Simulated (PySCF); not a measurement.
C4H3O, doublet (typed; the unrestricted solution is spin-contaminated), geometry from GFN2-xTB; CCSD/6-31G in PySCF.

Input for PySCF:
```python
from pyscf import gto, scf, cc

mol = gto.Mole()
mol.atom = '''
    O     0.003210    0.037124    1.100777
    C    -0.004705    1.132784    0.306132
    C     0.006077   -1.038904    0.290733
    C    -0.006685    0.732466   -0.983357
    C     0.000199   -0.672687   -1.022982
    H    -0.008057    2.094604    0.774367
    H     0.012330   -2.003975    0.757835
    H     0.000727   -1.309578   -1.881567
'''
mol.basis = '6-31g'
mol.charge = 0
mol.spin = 1
mol.verbose = 5
mol.build()

mf = scf.UHF(mol)
mf.kernel()

mycc = cc.CCSD(mf)
mycc.level_shift = 0.2
mycc.kernel()
print('E(CCSD) = %.10f' % mycc.e_tot)
mf.analyze()
```

Q: Predict the main parts of the log of this PySCF run.

A: 
```
PySCF version 2.14.0

[INPUT] verbose = 5
[INPUT] max_memory = 4000
[INPUT] num. atoms = 8
[INPUT] num. electrons = 35
[INPUT] charge = 0
[INPUT] spin (= nelec alpha-beta = 2S) = 1
[INPUT] symmetry False subgroup None
[INPUT] Mole.unit = angstrom
[INPUT] Symbol           X                Y                Z      unit          X                Y                Z       unit  Magmom
[...]
[INPUT] ---------------- BASIS SET ----------------
[INPUT] l, kappa, [nprim/nctr], expnt,             c_1 c_2 ...
[INPUT] H
[...]
                                2.8253937         0.23472695
                                0.6401217         0.81375733
[...]
[INPUT] C
[...]
                                457.36951         0.0140373
                                103.94869         0.0688426
                                29.210155         0.2321844
                                9.286663          0.4679413
                                3.163927          0.362312
[...]
                                1.8812885         -0.1608542
                                0.5442493         1.1434564
[...]
                                1.8812885         0.316424
                                0.5442493         0.7443083
[...]
[INPUT] O
[...]
                                825.23495         0.0139501
                                188.04696         0.0684451
                                52.9645           0.2327143
                                16.89757          0.470193
                                5.7996353         0.3585209
[...]
                                3.5999336         -0.1480263
                                1.0137618         1.130767
[...]
                                3.5999336         0.3397528
                                1.0137618         0.7271586
[...]
nuclear repulsion = 153.517591403733
number of shells = 31
number of NR pGTOs = 122
number of NR cGTOs = 51
basis = 6-31g
ecp = {}

******** <class 'pyscf.scf.uhf.UHF'> ********
method = UHF
initial guess = minao
damping factor = 0
level_shift factor = 0
DIIS = <class 'pyscf.scf.diis.CDIIS'>
diis_start_cycle = 1
diis_space = 8
diis_damp = 0
SCF conv_tol = 1e-09
SCF conv_tol_grad = None
SCF max_cycles = 50
direct_scf = True
direct_scf_tol = 1e-13
number electrons alpha = 18  beta = 17
Set gradient conv threshold to 3.16228e-05
E1 = -612.0140228474311  E2 = 229.01174027335577  Ecoul = 259.5702396905767  Exc = -30.558499417220958
init E= -229.484691170343
cond(S) = 2694.885046371465

  alpha mo_energy =
[-20.79103051 -11.33394136 -11.32904283 -11.32697931 -11.30966648
  -1.90483034  -1.35726826  -1.22935772  -0.83190792  -0.78411566
  -0.67457399  -0.59992372  -0.51211637  -0.45181638  -0.39590574
  -0.29816888  -0.1774979   -0.17491522   0.07839158   0.17341933
   0.22002647   0.22886029   0.26935851   0.30448786   0.30592431
   0.43648309   0.50288089   0.56322795   0.70251831   0.7269799
   0.77257498   0.79016394   0.81071221   0.81595684   0.83638256
   0.8733981    0.87662938   0.87864947   0.96092659   1.06365396
   1.08722964   1.14223778   1.17285111   1.20187305   1.21225587
   1.2916536    1.29812599   1.38388907   1.53092422   1.80064106
   2.11974011]
  beta  mo_energy =
[-20.79103051 -11.33394136 -11.32904283 -11.32697931 -11.30966648
  -1.90483034  -1.35726826  -1.22935772  -0.83190792  -0.78411566
  -0.67457399  -0.59992372  -0.51211637  -0.45181638  -0.39590574
  -0.29816888  -0.1774979   -0.17491522   0.07839158   0.17341933
   0.22002647   0.22886029   0.26935851   0.30448786   0.30592431
   0.43648309   0.50288089   0.56322795   0.70251831   0.7269799
   0.77257498   0.79016394   0.81071221   0.81595684   0.83638256
   0.8733981    0.87662938   0.87864947   0.96092659   1.06365396
   1.08722964   1.14223778   1.17285111   1.20187305   1.21225587
   1.2916536    1.29812599   1.38388907   1.53092422   1.80064106
   2.11974011]
multiplicity <S^2> = 0.75  2S+1 = 2
[...]
converged SCF energy = -227.868483344341  <S^2> = 1.1486109  2S+1 = 2.3652576
E(UCCSD) = -228.3416500338185  E_corr = -0.4731666894773337
E(CCSD) = -228.3416500338
Total Energy =                        -227.868483344341200
[...]
1 C 2py         -0.05098
1 C 2pz          0.05513
1 C 3px          0.00019
1 C 3py          0.01139
1 C 3pz          0.08002
2 C 1s           0.00048
2 C 2s           0.04155
2 C 3s          -0.04806
2 C 2px         -0.00005
2 C 2py          0.04582
2 C 2pz          0.05696
2 C 3px          0.00052
2 C 3py         -0.05209
2 C 3pz          0.08559
3 C 1s           0.00009
3 C 2s           0.00908
3 C 3s           0.02207
3 C 2px         -0.00000
3 C 2py          0.00524
3 C 2pz          0.00825
3 C 3px          0.00018
3 C 3py         -0.04457
3 C 3pz         -0.01292
4 C 1s           0.00019
4 C 2s           0.00084
4 C 3s           0.07211
4 C 2px          0.00002
4 C 2py          0.00736
4 C 2pz          0.01958
4 C 3px         -0.00025
4 C 3py          0.07746
4 C 3pz          0.04506
5 H 1s          -0.00642
5 H 2s           0.00952
6 H 1s          -0.01238
6 H 2s           0.02064
7 H 1s           0.01908
7 H 2s          -0.03276

To work with the spin densities directly, `use mulliken_meta_spin()` only printing them here.

 ** Mulliken spin pop alpha/beta on meta-lowdin orthogonal AOs **
 ** Mulliken Spin Density (per AO)  **
spin_pop of  0 O 1s       -0.00000
spin_pop of  0 O 2s        0.00222
spin_pop of  0 O 3s       -0.00002
spin_pop of  0 O 2px      -0.00888
spin_pop of  0 O 2py       0.01188
spin_pop of  0 O 2pz       0.02196
spin_pop of  0 O 3px      -0.00013
spin_pop of  0 O 3py      -0.00004
spin_pop of  0 O 3pz      -0.00006
spin_pop of  1 C 1s        0.00000
spin_pop of  1 C 2s       -0.04813
spin_pop of  1 C 3s        0.00132
spin_pop of  1 C 2px      -0.46408
spin_pop of  1 C 2py      -0.02245
spin_pop of  1 C 2pz      -0.04572
spin_pop of  1 C 3px      -0.00188
spin_pop of  1 C 3py       0.00015
spin_pop of  1 C 3pz       0.00118
spin_pop of  2 C 1s       -0.00000
spin_pop of  2 C 2s        0.04431
spin_pop of  2 C 3s       -0.00068
spin_pop of  2 C 2px       0.38935
spin_pop of  2 C 2py       0.01454
spin_pop of  2 C 2pz       0.03744
spin_pop of  2 C 3px       0.00166
spin_pop of  2 C 3py       0.00003
spin_pop of  2 C 3pz      -0.00005
spin_pop of  3 C 1s       -0.00000
spin_pop of  3 C 2s        0.25239
spin_pop of  3 C 3s        0.00185
spin_pop of  3 C 2px       0.41921
spin_pop of  3 C 2py       0.31483
spin_pop of  3 C 2pz       0.48937
spin_pop of  3 C 3px       0.00109
spin_pop of  3 C 3py      -0.00026
spin_pop of  3 C 3pz       0.00024
spin_pop of  4 C 1s        0.00000
spin_pop of  4 C 2s       -0.04109
spin_pop of  4 C 3s        0.00099
spin_pop of  4 C 2px      -0.33464
spin_pop of  4 C 2py      -0.04394
spin_pop of  4 C 2pz      -0.03222
spin_pop of  4 C 3px      -0.00168
spin_pop of  4 C 3py       0.00107
spin_pop of  4 C 3pz       0.00060
spin_pop of  5 H 1s        0.03528
spin_pop of  5 H 2s       -0.00019
spin_pop of  6 H 1s       -0.02550
spin_pop of  6 H 2s        0.00019
spin_pop of  7 H 1s        0.02852
spin_pop of  7 H 2s       -0.00003
 ** Mulliken Spin Density (per atom)  **
spin density of  0 O =      0.02693
spin density of  1 C =     -0.57961
spin density of  2 C =      0.48661
spin density of  3 C =      1.47871
spin density of  4 C =     -0.45091
spin density of  5 H =      0.03509
spin density of  6 H =     -0.02531
spin density of  7 H =      0.02849
 ** Mulliken pop alpha/beta on meta-lowdin orthogonal AOs **
 ** Mulliken pop       alpha | beta **
In total            18.00000 | 17.00000
 ** Mulliken atomic charges   ( Nelec_alpha | Nelec_beta ) **
charge of  0O =     -0.30761  (     4.16727      4.14034 )
charge of  1C =      0.02925  (     2.69557      3.27518 )
charge of  2C =      0.06501  (     3.21080      2.72419 )
charge of  3C =     -0.02956  (     3.75413      2.27543 )
charge of  4C =     -0.17602  (     2.86256      3.31347 )
charge of  5H =      0.14334  (     0.44587      0.41078 )
charge of  6H =      0.13952  (     0.41758      0.44289 )
charge of  7H =      0.13608  (     0.44620      0.41771 )
Dipole moment(X, Y, Z, Debye): -0.00024, -0.50882, -0.90057
```
